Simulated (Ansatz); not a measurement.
Cost and result for the atomization energy of CH$_{10}$AlNSi$_{2}$ (15 atoms, 15 bonds).

Cartesian coordinates in Å:
```
N -0.128 1.176 -1.260
C 1.024 0.695 -0.383
Al -0.079 2.047 0.522
Si 1.040 -1.106 0.052
Si -1.072 -1.803 0.801
H -0.808 0.459 -1.483
H 0.175 1.623 -2.114
H 1.968 1.047 -0.797
H 0.359 3.567 0.413
H -1.277 1.517 1.418
H 1.393 -1.993 -1.103
H 2.061 -1.324 1.112
H -2.128 -1.262 -0.107
H -1.156 -3.288 0.743
H -1.372 -1.356 2.184
```

Total charge 0; spin multiplicity 1. The bonds changed during the relaxation, so this is another structure than the one it started from. All single points use the PBE0-D4/def2-TZVP geometry. It is one conformer, not always the lowest. Program: Ansatz. All runs use 2 threads of an AMD EPYC 7R13 on a shared host and a share of an NVIDIA H100 80 GB. Times are those of one run each, without the atoms' runs, and a repeat can differ threefold. Electronic energies, without spin–orbit coupling; frozen cores. CCSD(T)/CBS adds CCSD(T) − MP2 in def2-TZVPP to the MP2 limit, and its time is that of the two runs behind it. T1 = 0.012. B3LYP takes the VWN-RPA correlation (the form of Gaussian; ORCA's B3LYP/G).

CCSD(T)/CBS is a level of theory with its own doubt, some kJ/mol a heavy atom from the limit and from the frozen cores, so smaller differences don't rank the functionals.

```tsv
level	functions	wall time
PBE0-D4/def2-TZVPP	328	1.8 s
PBE-D4/def2-TZVPP (with forces)	328	2.2 s
r2SCAN-D4/def2-TZVPP (with forces)	328	2.3 s
B3LYP-D4/def2-TZVPP (with forces)	328	2.3 s
ωB97X-V/def2-TZVPP	328	2.7 s
B2PLYP/def2-TZVPP	328	2.7 s
ωB97M-V/def2-TZVPP (with forces)	328	3.8 s
CCSD(T)/def2-TZVPP	328	4.6 s
MP2/def2-QZVPP	624	4.6 s
CCSD(T)/CBS(def2)	–	9.2 s
```

(1) What atomization energy does each give, and how far from CCSD(T)/CBS? (Best estimate.)

## Answers

(1) Computed: 
| level | atomization (kJ/mol) | difference from CCSD(T)/CBS | per bond |
| --- | --- | --- | --- |
| PBE0-D4/def2-TZVPP | 4624.1 | -38.3 | -2.6 |
| PBE-D4/def2-TZVPP (with forces) | 4657.5 | -4.9 | -0.3 |
| r2SCAN-D4/def2-TZVPP (with forces) | 4654.2 | -8.2 | -0.5 |
| B3LYP-D4/def2-TZVPP (with forces) | 4660.2 | -2.2 | -0.1 |
| ωB97X-V/def2-TZVPP | 4698.4 | 36.0 | 2.4 |
| B2PLYP/def2-TZVPP | 4584.2 | -78.2 | -5.2 |
| ωB97M-V/def2-TZVPP (with forces) | 4670.3 | 7.9 | 0.5 |
| CCSD(T)/def2-TZVPP | 4536.4 | -126.0 | -8.4 |
| MP2/def2-QZVPP | 4599.2 | -63.2 | -4.2 |
| CCSD(T)/CBS(def2) | 4662.4 | 0.0 | 0.0 |

The D4 term adds +62.2 kJ/mol with B3LYP and +33.2 kJ/mol with PBE0; it sums over pairs of atoms, weighted by their polarisabilities, and B3LYP, whose exchange is more repulsive, gets the larger term. In def2-TZVPP, CCSD(T) changes the Hartree–Fock value by +1122.2 kJ/mol (the triples alone add +53.2 kJ/mol) and MP2 by +1109.9 kJ/mol; breaking electron pairs costs correlation energy, which Hartree–Fock lacks. From PBE to PBE0 (25 % exact exchange), in def2-TZVPP and without D4, the atomization energy moves by −28.0 kJ/mol: exact exchange takes away binding that semilocal exchange gives to molecules.
